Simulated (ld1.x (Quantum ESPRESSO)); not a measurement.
**An all-electron radial function and its pseudo partner (In)**

Columns: radius, all-electron u(r) and pseudo u(r) of the 5p shell (level -8.70 eV) of indium in the configuration [Kr] 4d10 5s2 5p0; LDA (PZ), scalar-relativistic, TM scheme, ld1.x (Quantum ESPRESSO) 7.5.

```
r (bohr)  all-electron   pseudo
   0.143       -0.0273  -0.0033
   0.285       -0.1567  -0.0130
   0.428        0.0337  -0.0293
   0.570        0.2121  -0.0520
   0.713        0.2689  -0.0816
   0.855        0.2230  -0.1177
   0.998        0.1196  -0.1605
   1.140       -0.0046  -0.2090
   1.283       -0.1299  -0.2632
   1.425       -0.2438  -0.3206
   1.568       -0.3430  -0.3799
   1.710       -0.4249  -0.4376
   1.853       -0.4909  -0.4915
   1.995       -0.5415  -0.5379
   2.138       -0.5788  -0.5753
   2.280       -0.6041  -0.6020
   2.423       -0.6193  -0.6185
   2.565       -0.6256  -0.6254
   2.708       -0.6247  -0.6247
   2.850       -0.6177  -0.6177
   2.992       -0.6057  -0.6057
   3.135       -0.5897  -0.5897
   3.278       -0.5705  -0.5705
   3.420       -0.5490  -0.5490
   3.563       -0.5256  -0.5256
   3.705       -0.5012  -0.5012
```

Question: How many radial nodes do the two functions have?

Answer: The all-electron 5p function has n − l − 1 = 3 (the table is too coarse to show those close to the nucleus); the pseudo-wave has 0, since the states of the same l below it are removed with the core.

Question: At about which radius was the pseudo-wave matched?

Answer: 2.85 bohr. The columns agree to 0.0005 from 2.56 bohr on; several derivatives are matched, so the curves merge somewhat inside the radius.

Question: Where does each function peak?

Answer: Outermost all-electron maximum near 2.56 bohr, pseudo maximum near 2.56 bohr (to the table’s step).

Question: Is the pseudo-wave norm-conserving?

Answer: Yes: the TM scheme keeps the norm inside the radius equal to the all-electron one, which fixes the energy derivative of the logarithmic derivative at the level.
